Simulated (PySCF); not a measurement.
## Absolute configuration from chiroptical data

The calculation used PySCF, TDDFT wB97X-D/def2-SVPD circular dichroism and optical rotation, one conformer, gas phase. Geometry: GFN2-xTB.

Values for one enantiomer of C6H9FSi, R in 10⁻⁴⁰ esu² cm² (velocity form):
```tsv
λ (nm)	f	R
222	0.010	-15.8
192	0.036	+22.0
185	0.044	+49.8
176	0.010	-22.3
171	0.031	-63.8
168	0.006	+3.9
166	0.057	+29.9
161	0.007	+7.4
157	0.198	+5.8
153	0.033	+26.1
152	0.094	+0.5
151	0.010	-37.2
```

[α] at 589.3 nm: -12 deg dm⁻¹ (g/mL)⁻¹ (origin-invariant length gauge).

**Question.** Which structure gives these signs?
A. C#C[C@]1(F)[SiH2]C[C@@H]1C
B. C#C[C@@]1(F)[SiH2]C[C@H]1C

**Answer.** B. Its CIP labels in SMILES order are S, R; the other enantiomer gives every sign reversed.

The signs above follow by mirror symmetry from the run on the other enantiomer. Geometry of C#C[C@]1(F)[SiH2]C[C@@H]1C as run:
```xyz
17

C     1.742    2.185    0.711
C     0.982    1.452    0.145
C     0.051    0.610   -0.555
F     0.321    0.675   -1.929
Si   -1.820    0.853   -0.068
C    -1.337   -0.825    0.706
C    -0.001   -0.863   -0.071
C     1.194   -1.339    0.736
H     2.410    2.816    1.217
H    -2.090    1.974    0.825
H    -2.702    0.795   -1.228
H    -1.160   -0.769    1.780
H    -1.971   -1.690    0.525
H    -0.105   -1.485   -0.964
H     1.324   -0.726    1.626
H     2.104   -1.277    0.142
H     1.049   -2.374    1.042
```
